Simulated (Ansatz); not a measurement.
Cartesian coordinates (Å):
```xyz
7

Mo     0.1202    -0.1638     0.0645
Cl     0.4613    -1.2478    -1.9406
Cl     2.1998    -0.7766     0.8176
Cl    -0.3257     0.9507     2.0316
F      0.8084     1.3891    -0.6648
F     -1.5632     0.3366    -0.5382
F     -0.6234    -1.7033     0.7672
```
Charge 0, spin multiplicity 1.

These are frozen-core CCSD(T)/def2-TZVPP // TPSS-D3(BJ)/def2-SVP run with Ansatz (a program for electronic structure) values and carry that method's errors.

```json
{
  "HF energy": "-1744.58864 Ha",
  "MP2 correlation energy": "-1.96157 Ha"
}
```

Q: Estimate the CCSD correlation energy, the (T) correction, the total energy and the T1 diagnostic.

A: 
| Item | Value |
|---|---|
| CCSD correlation energy | -1.91610 Ha |
| (T) correction | -0.11338 Ha |
| CCSD(T) total energy | -1746.61811 Ha |
| T1 diagnostic | 0.028 |
